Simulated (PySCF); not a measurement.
PySCF job for H7Si3, SMILES [SiH2][SiH2][SiH3], multiplicity 2, TDA-PBE/def2-SVPD. Geometry: ωB97X-D3(BJ)/def2-SVP. The isomer is the one that the SMILES or the coordinates give; other isomers of the formula were not compared.

```python
import numpy as np
from pyscf import gto, scf, dft, tdscf

mol = gto.M(
    atom='''
    Si    1.88178429    0.54223013    0.08584332
    Si    0.07361507   -0.82609080   -0.40559891
    Si   -1.83938493    0.26386181    0.36855919
    H     3.21953885    0.01745083   -0.32105737
    H     1.70549007    1.94056564   -0.40985725
    H    -0.04538146   -1.08932597   -1.87412167
    H     0.24499808   -2.13340257    0.29570107
    H    -3.07464753   -0.51732124    0.06694767
    H    -1.94020358    1.60235941   -0.28540816
    H    -1.73399661    0.45965781    1.84454518
    ''',
    basis='def2-SVPD',
    charge=0,
    spin=1,
    max_memory=1600,
    verbose=4,
)
mf = dft.UKS(mol, xc='pbe').density_fit(auxbasis='def2-universal-jkfit')
mf.grids.level = 3
mf.conv_tol = 1e-9
mf.max_cycle = 100
mf.kernel()
fine, coarse = mf.grids, dft.Grids(mol).set(level=1).build(with_non0tab=True)
for _ in range(3):  # follow internal instabilities
    mf.grids = coarse
    mo, _, stable, _ = mf.stability(return_status=True, nroots=4)
    mf.grids = fine
    if stable:
        break
    mf.kernel(mf.make_rdm1(mo, mf.mo_occ))
mf.grids = dft.Grids(mol).set(level=1).build(with_non0tab=True)  # coarser grid for the response kernel
td = tdscf.TDA(mf)
td.nstates = 10
td.conv_tol = 1e-4
td.positive_eig_threshold = 1e-6
td.kernel(x0=td.get_init_guess(mf, 15))
td.analyze()
```

It prints:

```
PySCF version 2.14.0

[INPUT] verbose = 4
[INPUT] num. atoms = 10
[INPUT] num. electrons = 49
[INPUT] charge = 0
[INPUT] spin (= nelec alpha-beta = 2S) = 1
[INPUT] symmetry False subgroup None
[INPUT] Mole.unit = angstrom
[INPUT] Symbol           X                Y                Z      unit          X                Y                Z       unit  Magmom
[INPUT]  1 Si     1.881784290000   0.542230130000   0.085843320000 AA    3.556056933609   1.024666442187   0.162220364423 Bohr   0.0
[INPUT]  2 Si     0.073615070000  -0.826090800000  -0.405598910000 AA    0.139112320941  -1.561085366023  -0.766470856322 Bohr   0.0
[INPUT]  3 Si    -1.839384930000   0.263861810000   0.368559190000 AA   -3.475933755352   0.498626555632   0.696475929792 Bohr   0.0
[INPUT]  4 H      3.219538850000   0.017450830000  -0.321057370000 AA    6.084046673897   0.032977289346  -0.606710499573 Bohr   0.0
[INPUT]  5 H      1.705490070000   1.940565640000  -0.409857250000 AA    3.222909140465   3.667137586341  -0.774517952667 Bohr   0.0
[INPUT]  6 H     -0.045381460000  -1.089325970000  -1.874121670000 AA   -0.085758530533  -2.058527743676  -3.541576680413 Bohr   0.0
[INPUT]  7 H      0.244998080000  -2.133402570000   0.295701070000 AA    0.462979272244  -4.031546570743   0.558794037041 Bohr   0.0
[INPUT]  8 H     -3.074647530000  -0.517321240000   0.066947670000 AA   -5.810241761270  -0.977595462020   0.126512760978 Bohr   0.0
[INPUT]  9 H     -1.940203580000   1.602359410000  -0.285408160000 AA   -3.666453392101   3.028020438020  -0.539343256116 Bohr   0.0
[INPUT] 10 H     -1.733996610000   0.459657810000   1.844545180000 AA   -3.276778693824   0.868627371917   3.485685214587 Bohr   0.0

nuclear repulsion = 184.066570073688
number of shells = 58
number of NR pGTOs = 196
number of NR cGTOs = 128
basis = def2-SVPD
ecp = {}


[settings echo left out]
init E= -871.645342651846
  alpha nocc = 25  HOMO = -0.181378011657933  LUMO = -0.0632211415548505
  beta  nocc = 24  HOMO = -0.29243662415731  LUMO = -0.181378011657934

WARN: HOMO -0.181378011657933 >= LUMO -0.181378011657934

cycle= 1 E= -871.875150865457  delta_E= -0.23  |g|= 0.116  |ddm|= 2.29
  alpha nocc = 25  HOMO = -0.1947804475772  LUMO = -0.0267520242992614
  beta  nocc = 24  HOMO = -0.24985009222007  LUMO = -0.140566544894283
  HOMO = -0.194780447577  LUMO = -0.140566544894  gap/eV = 1.47524
cycle= 2 E= -871.881932672936  delta_E= -0.00678  |g|= 0.0628  |ddm|= 0.395
  alpha nocc = 25  HOMO = -0.183620891546194  LUMO = -0.0304479849171755
  beta  nocc = 24  HOMO = -0.255386336811728  LUMO = -0.128048030123794
  HOMO = -0.183620891546  LUMO = -0.128048030124  gap/eV = 1.51221
cycle= 3 E= -871.884828225109  delta_E= -0.0029  |g|= 0.03  |ddm|= 0.201
  alpha nocc = 25  HOMO = -0.190916838220012  LUMO = -0.0332776328675459
  beta  nocc = 24  HOMO = -0.258366333323001  LUMO = -0.133415589429369
  HOMO = -0.19091683822  LUMO = -0.133415589429  gap/eV = 1.56469
cycle= 4 E= -871.885705177306  delta_E= -0.000877  |g|= 0.00438  |ddm|= 0.0781
  alpha nocc = 25  HOMO = -0.191218496021856  LUMO = -0.0331511663190502
  beta  nocc = 24  HOMO = -0.258340966588607  LUMO = -0.132828312302476
  HOMO = -0.191218496022  LUMO = -0.132828312302  gap/eV = 1.58888
cycle= 5 E= -871.885723696687  delta_E= -1.85e-05  |g|= 0.00161  |ddm|= 0.0138
  alpha nocc = 25  HOMO = -0.191075479569478  LUMO = -0.0329075267958663
  beta  nocc = 24  HOMO = -0.258031019923638  LUMO = -0.132343748609341
  HOMO = -0.191075479569  LUMO = -0.132343748609  gap/eV = 1.59817
cycle= 6 E= -871.885726452306  delta_E= -2.76e-06  |g|= 0.000363  |ddm|= 0.00456
  alpha nocc = 25  HOMO = -0.191117805189863  LUMO = -0.0329880259988289
  beta  nocc = 24  HOMO = -0.258146039523  LUMO = -0.13233689655506
  HOMO = -0.19111780519  LUMO = -0.132336896555  gap/eV = 1.59951
cycle= 7 E= -871.885726552828  delta_E= -1.01e-07  |g|= 0.000194  |ddm|= 0.00117
  alpha nocc = 25  HOMO = -0.191118257305495  LUMO = -0.0329657886359045
  beta  nocc = 24  HOMO = -0.2581106847724  LUMO = -0.132330033226256
  HOMO = -0.191118257305  LUMO = -0.132330033226  gap/eV = 1.59971
cycle= 8 E= -871.885726586315  delta_E= -3.35e-08  |g|= 4.59e-05  |ddm|= 0.000493
  alpha nocc = 25  HOMO = -0.191119835587615  LUMO = -0.0329682436351031
  beta  nocc = 24  HOMO = -0.25811497694548  LUMO = -0.132331675431862
  HOMO = -0.191119835588  LUMO = -0.132331675432  gap/eV = 1.59971
cycle= 9 E= -871.885726588551  delta_E= -2.24e-09  |g|= 1.31e-05  |ddm|= 0.000151
  alpha nocc = 25  HOMO = -0.191119841601809  LUMO = -0.032968701415788
  beta  nocc = 24  HOMO = -0.25811577287136  LUMO = -0.132331066006336
  HOMO = -0.191119841602  LUMO = -0.132331066006  gap/eV = 1.59972
cycle= 10 E= -871.885726588728  delta_E= -1.77e-10  |g|= 3.91e-06  |ddm|= 4.28e-05
  alpha nocc = 25  HOMO = -0.191119641145886  LUMO = -0.0329681146182725
  beta  nocc = 24  HOMO = -0.258115009825075  LUMO = -0.132331290628247
  HOMO = -0.191119641146  LUMO = -0.132331290628  gap/eV = 1.59971
Extra cycle  E= -871.885726588728  delta_E=    0  |g|= 3.38e-06  |ddm|= 1.76e-05
converged SCF energy = -871.885726588728  <S^2> = 0.75338968  2S+1 = 2.0033868
tot grids = 36544
uhf_internal: lowest eigs of H = [0.67313557 0.6836129  0.68747742 0.69061203]
<class 'pyscf.df.df_jk.DFUKS'> wavefunction is stable in the internal stability analysis
tot grids = 36544
Overwritten attributes  positive_eig_threshold  of <class 'pyscf.tdscf.uks.TDA'>


******** <class 'pyscf.tdscf.uks.TDA'> for <class 'pyscf.df.df_jk.DFUKS'> ********
nstates = 10
deg_eia_thresh = 1.000e-03
wfnsym = None
conv_tol = 0.0001
eigh lindep = 1e-12
eigh level_shift = 0
eigh max_cycle = 100


Excitation energies (eV)
[3.37428919 4.04900916 4.1422975  4.50365191 4.62040856 4.65422521
 4.74020016 4.85415607 5.05040649 5.19386828]

** Excitation energies and oscillator strengths **
Excited State   1:      3.37429 eV    367.44 nm  f=0.0005
      25a ->   26a      0.10021
      24b ->   25b     -0.98967
Excited State   2:      4.04901 eV    306.21 nm  f=0.0038
      25a ->   26a     -0.29930
      25a ->   27a      0.10631
      23b ->   25b      0.93972
Excited State   3:      4.14230 eV    299.31 nm  f=0.0021
      25a ->   26a     -0.93897
      25a ->   27a     -0.13883
      23b ->   25b     -0.28714
Excited State   4:      4.50365 eV    275.30 nm  f=0.0006
      25a ->   27a      0.96899
      23b ->   25b     -0.13463
Excited State   5:      4.62041 eV    268.34 nm  f=0.0144
      25a ->   28a     -0.84775
      25a ->   29a      0.19628
      22b ->   25b     -0.47952
Excited State   6:      4.65423 eV    266.39 nm  f=0.0022
      25a ->   28a      0.14983
      25a ->   29a     -0.79059
      22b ->   25b     -0.58946
Excited State   7:      4.74020 eV    261.56 nm  f=0.0229
      25a ->   27a     -0.11364
      25a ->   28a      0.48171
      25a ->   29a      0.55477
      21b ->   25b      0.10729
      22b ->   25b     -0.62941
Excited State   8:      4.85416 eV    255.42 nm  f=0.0016
      25a ->   30a     -0.15988
      21b ->   25b      0.96793
Excited State   9:      5.05041 eV    245.49 nm  f=0.0095
      25a ->   30a      0.96547
      25a ->   31a     -0.10278
      20b ->   25b      0.11842
      21b ->   25b      0.17893
Excited State  10:      5.19387 eV    238.71 nm  f=0.0020
      25a ->   30a      0.13013
      19b ->   25b     -0.10892
      20b ->   25b     -0.97371

** Transition electric dipole moments (AU) **
state          X           Y           Z        Dip. S.      Osc.
  1        -0.0345     -0.0639     -0.0351      0.0065      0.0005
  2         0.1404      0.1040      0.0887      0.0384      0.0038
  3        -0.0997      0.1029      0.0249      0.0211      0.0021
  4         0.0294      0.0030      0.0658      0.0052      0.0006
  5        -0.3108     -0.1429      0.1009      0.1272      0.0144
  6        -0.0219      0.0689     -0.1175      0.0190      0.0022
  7         0.3596      0.1923      0.1768      0.1975      0.0229
  8        -0.0015     -0.1145     -0.0110      0.0132      0.0016
  9         0.0016      0.1776     -0.2130      0.0769      0.0095
 10         0.1084      0.0621      0.0148      0.0158      0.0020

** Transition velocity dipole moments (imaginary part, AU) **
state          X           Y           Z        Dip. S.      Osc.
  1        -0.0077     -0.0014      0.0150      0.0003      0.0015
  2         0.0129      0.0100     -0.0078      0.0003      0.0015
  3        -0.0073      0.0076      0.0323      0.0012      0.0051
  4         0.0041      0.0017      0.0465      0.0022      0.0088
  5        -0.0396     -0.0213      0.0037      0.0020      0.0080
  6        -0.0036      0.0037     -0.0236      0.0006      0.0023
  7         0.0412      0.0162      0.0061      0.0020      0.0077
  8        -0.0045     -0.0045      0.0024      0.0000      0.0002
  9        -0.0013      0.0132     -0.0537      0.0031      0.0110
 10         0.0104      0.0073     -0.0139      0.0004      0.0012

** Transition magnetic dipole moments (imaginary part, AU) **
state          X           Y           Z
  1        -0.3008      0.4314     -0.0710
  2         0.3677      0.0189     -0.1854
  3         0.0287      0.4347     -0.0464
  4        -0.2217      0.2807     -0.1629
  5        -0.2751      0.5266     -0.0454
  6         0.0795     -0.1714     -0.0750
  7        -0.2148     -0.1236      0.0020
  8        -0.5560     -0.2392      0.1505
  9         0.4067     -0.1382     -0.3754
 10        -0.1338     -0.5264      0.0294
```

Self-consistency was reached.
